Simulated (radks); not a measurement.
Values are calculated unless marked as measured or tabulated.
Q: These are the eigenvalues of the occupied orbitals of an atom or ion with whole-number occupations (hartree). Code: a radial shooting solver on a logarithmic mesh with Libxc functionals. Model: scalar-relativistic Kohn-Sham, BLYP, spin-polarised, spherical densities, finite nucleus; Fermi nuclear charge, rms radius of each element as measured or else 0.836 A^(1/3) + 0.57 fm.

orbital  eigenvalue
1s down   -2398.700
1s up     -2398.700
2s up     -410.2412
2s down   -410.2392
2p up     -360.3113
2p down   -360.3097
3s up     -93.45660
3s down   -93.45638
3p up     -78.53488
3p down   -78.53457
3d up     -60.84761
3d down   -60.84657
4s up     -18.80863
4s down   -18.80734
4p up     -13.91157
4p down   -13.91038
4d up      -7.57815
4d down    -7.57662
5s up      -2.45814
5s down    -2.43766
5p up      -1.30763
5p down    -1.27947
4f up      -0.60583
4f down    -0.60054
6s up      -0.19134
6s down    -0.16844
5d up      -0.10561

Which element is it, and in what charge state? The configuration may be excited. Open shells, if any, are filled with parallel spins first.

A: Z = 72, hafnium, charge 0: Hf in [Xe] 4f14 5d2 6s2. The list shows which subshells hold electrons but not how many an open one holds; the 1s level, -2398.7 hartree, gives Z - s = 69.3 by -(Z - s)^2/2, which with screening and relativity narrows Z to a few neighbours, and the depths of the outer levels then fix element, charge and occupations together.
